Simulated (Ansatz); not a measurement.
Gas-phase electronic energies from Ansatz, PBE0-D4/def2-TZVP geometries. CCSD(T)/CBS adds triple-zeta CCSD(T) − MP2 to the extrapolated MP2 energy (def2 sets, frozen cores). DFT in def2-TZVPP. For Ge outer-core shells are correlated without core-valence functions, which leaves a few kJ/mol of doubt a bond. Scalar relativity is left out up to krypton. One conformer a species, not always the lowest.

`BN(C(C)C)[SiH](C)C` + `C[CH](C)[GeH3]` → `C[SiH](C)[GeH3]` + `BN(C(C)C)C(C)C`  (redistribution)

CCSD(T)/CBS gives +15.8 kcal/mol.

Question: Another level gave +14.3 kcal/mol. Which?
A. PBE0-D4/def2-TZVPP
B. HF/def2-TZVPP
C. PBE/def2-TZVPP
D. ωB97X-V/def2-TZVPP

Answer: D. ωB97X-V 14.3, PBE 11.1, HF/def2-TZVPP 17.7, PBE0-D4 12.6 kcal/mol.

Largest T1 diagnostic among the species: 0.011.

From PBE to PBE0 (25 % exact exchange), in def2-TZVPP and without D4, ΔE moves by +1.2 kcal/mol.

CCSD(T)/CBS has its own doubt, a few kJ/mol and more with outer-core shells, so smaller differences from it don't rank the levels.
